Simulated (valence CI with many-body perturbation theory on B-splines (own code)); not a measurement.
## Level structure of K VII

Computed by valence CI with perturbative core correlation (CI+MBPT): three valence electrons over a frozen Dirac-Fock core [Ne], a basis of 11 s, 11 p, 10 d, 8 f, 5 g, 2 h functions for each j, with the one-electron correlation potential Σ1 (screened to all orders), the two-electron term Σ2, the three-electron term Σ3, Breit, model QED; selected single and double excitations, second order for the rest, scaled by the run's own slope (own B-spline code, finite nucleus).

Against 69 measured levels this calculation errs by 138 cm⁻¹ on average and by 367 at most. These come from a selection out of Sansonetti, J. Phys. Chem. Ref. Data 37, 7 (2008). Levels without a partner in it may be off by more.

Levels 91 to 135 of 196, with energies above the lowest level, 3s2.3p 2P°_1/2. "Leading %" is the weight of the configuration and term that name the level; weights of strongly mixed levels are sums over their largest components and can fall short. In the jj column 3d3/2^4 stands for four electrons in 3d with j = 3/2. Lifetimes count E1, E2, E3, M1 and M2 decay at the calculated energies, and are blank where another channel may lead or the interval is too uncertain; long ones can be off by a factor of two.

```csv
No.,Configuration,Term,J,E (eV),Leading %,Leading jj,Lifetime
91,3s.3p.4p,4D,3/2,77.006,66,3s 3p1/2 4p3/2 (41 %),81.8 ps
92,3s.3p.4p,4D,5/2,77.095,97,3s 3p1/2 4p3/2 (44 %),117 ps
93,3s.3p.4p,4D,7/2,77.317,98,3s 3p3/2 4p3/2 (98 %),116 ps
94,3s.3p.4p,4P,1/2,77.850,94,3s 3p1/2 4p1/2 (47 %),313 ps
95,3s.3d2,2G,7/2,77.855,82,3s 3d3/2 3d5/2 (66 %),83.1 ps
96,3s.3d2,2G,9/2,77.857,82,3s 3d3/2 3d5/2 (66 %),82.5 ps
97,3s.3p.4p,4P,3/2,77.923,86,3s 3p1/2 4p3/2 (55 %),270 ps
98,3s.3p.4p,4P,5/2,78.090,91,3s 3p3/2 4p3/2 (50 %),233 ps
99,3s.3d2,2D,3/2,78.256,47,3s 3d5/2^2 (23 %),33.5 ps
100,3s.3p.4p,4S,3/2,78.295,82,3s 3p3/2 4p3/2 (41 %),106 ps
101,3s.3d2,2D,5/2,78.319,59,3s 3d5/2^2 (27 %),31.0 ps
102,3s.3p.4s,2P°,1/2,78.580,93,3s 3p3/2 4s (60 %),26.4 ps
103,3s.3p.4s,2P°,3/2,78.606,93,3s 3p3/2 4s (66 %),27.1 ps
104,3s.3p.4p,2D,3/2,78.955,63,3s 3p1/2 4p3/2 (38 %),54.0 ps
105,3s.3p.4p,2D,5/2,79.121,75,3s 3p3/2 4p3/2 (42 %),58.8 ps
106,3s.3p.4p,2S,1/2,80.188,84,3s 3p3/2 4p3/2 (54 %),69.4 ps
107,3s2.5s,2S,1/2,81.034,86,3s^2 5s (86 %),31.7 ps
108,3s.3d2,2F,5/2,81.973,70,3s 3d3/2 3d5/2 (41 %),30.1 ps
109,3s.3d2,2F,7/2,81.982,70,3s 3d5/2^2 (42 %),30.4 ps
110,3s.3d2,2S,1/2,83.402,73,3s 3d5/2^2 (44 %),28.5 ps
111,3s.3d2,2P,1/2,84.217,58,3s 3d3/2 3d5/2 (38 %),21.2 ps
112,3s.3d2,2P,3/2,84.241,58,3s 3d3/2 3d5/2 (34 %),21.3 ps
113,3s2.5p,2P°,1/2,84.360,94,3s^2 5p1/2 (94 %),168 ps
114,3s2.5p,2P°,3/2,84.416,94,3s^2 5p3/2 (94 %),170 ps
115,3s.3p.4p,2D,3/2,85.201,83,3s 3p3/2 4p1/2 (55 %),46.2 ps
116,3s.3p.4p,2D,5/2,85.270,84,3s 3p3/2 4p3/2 (55 %),45.5 ps
117,3s.3p.4p,2P,1/2,85.579,79,3s 3p3/2 4p1/2 (39 %),52.0 ps
118,3s.3p.4p,2P,3/2,85.670,78,3s 3p3/2 4p3/2 (50 %),51.9 ps
119,3s.3p.4d,4D°,1/2,86.295,95,3s 3p1/2 4d3/2 (53 %),46.1 ps
120,3s.3p.4d,4D°,3/2,86.302,66,3s 3p1/2 4d5/2 (44 %),57.7 ps
121,3s.3p.4d,2D°,3/2,86.321,64,3s 3p1/2 4d3/2 (51 %),87.6 ps
122,3s.3p.4d,4D°,5/2,86.328,77,3s 3p1/2 4d5/2 (55 %),52.8 ps
123,3s.3p.4d,2D°,5/2,86.404,77,3s 3p3/2 4d3/2 (49 %),104 ps
124,3s.3p.4d,4D°,7/2,86.413,93,3s 3p3/2 4d5/2 (59 %),47.1 ps
125,3s.3p.4p,2S,1/2,86.826,80,3s 3p3/2 4p3/2 (44 %),109 ps
126,3s.3p.4d,4F°,3/2,86.951,95,3s 3p1/2 4d3/2 (64 %),367 ps
127,3s.3p.4d,4F°,5/2,87.021,91,3s 3p3/2 4d3/2 (36 %),296 ps
128,3s.3p.4d,4F°,7/2,87.134,94,3s 3p3/2 4d5/2 (39 %),314 ps
129,3s.3p.4d,4F°,9/2,87.274,98,3s 3p3/2 4d5/2 (98 %),435 ps
130,3s.3p.4d,2F°,5/2,87.370,89,3s 3p1/2 4d5/2 (35 %),78.7 ps
131,3s.3p.4d,2F°,7/2,87.578,92,3s 3p3/2 4d3/2 (62 %),75.1 ps
132,3s.3p.4d,4P°,5/2,87.591,95,3s 3p3/2 4d5/2 (49 %),86.1 ps
133,3s.3p.4d,4P°,3/2,87.686,95,3s 3p3/2 4d3/2 (56 %),86.6 ps
134,3s.3p.4d,4P°,1/2,87.749,97,3s 3p3/2 4d3/2 (87 %),87.0 ps
135,3s.3p.4d,2P°,3/2,88.074,93,3s 3p3/2 4d5/2 (51 %),95.8 ps
```

Names give the largest LS component (configuration and term), which can be under half, so a name can repeat, a term be missing and a line seem to break the LS rules; names also repeat where a configuration has a term twice.

Where two levels of one J and parity lie close, their mixing, g and order are uncertain.
